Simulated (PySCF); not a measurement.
# Copper: a sound run and one with changed settings

Sound run: Cu [Ar] 3d10 4s1, Cu⁺ [Ar] 3d10. Calculation: PySCF 2.14, in cc-pVTZ-PP with ECP10MDF; a scalar-relativistic core potential. The sound run starts from symmetry-adapted Hartree-Fock orbitals and uses a fine grid where one is needed.

Changed run: radial step 0.3 in ln r (0.13 in the sound run). This setting is unsound on purpose.

| species | method | sound run (hartree) | changed run (hartree) | converged |
| --- | --- | --- | --- | --- |
| Cu | UHF | -196.17569 | -196.17569 | yes |
| Cu | PBE0 | -197.23601 | -197.23603 | yes |
| Cu | PBE | -197.30504 | -197.30505 | yes |
| Cu⁺ | UHF | -195.93388 | -195.93388 | yes |
| Cu⁺ | PBE0 | -196.94516 | -196.94519 | yes |
| Cu⁺ | PBE | -197.00018 | -197.00020 | yes |

Ionisation energy of Cu:

```
method  sound run (eV)  changed run (eV)
   UHF           6.580             6.580
  PBE0           7.915             7.914
   PBE           8.296             8.295
```

A coarse radial grid mis-integrates the density and the exchange-correlation energy, with errors of either sign; Hartree-Fock needs no grid.

For comparison, NIST gives 7.726 eV between the lowest levels.
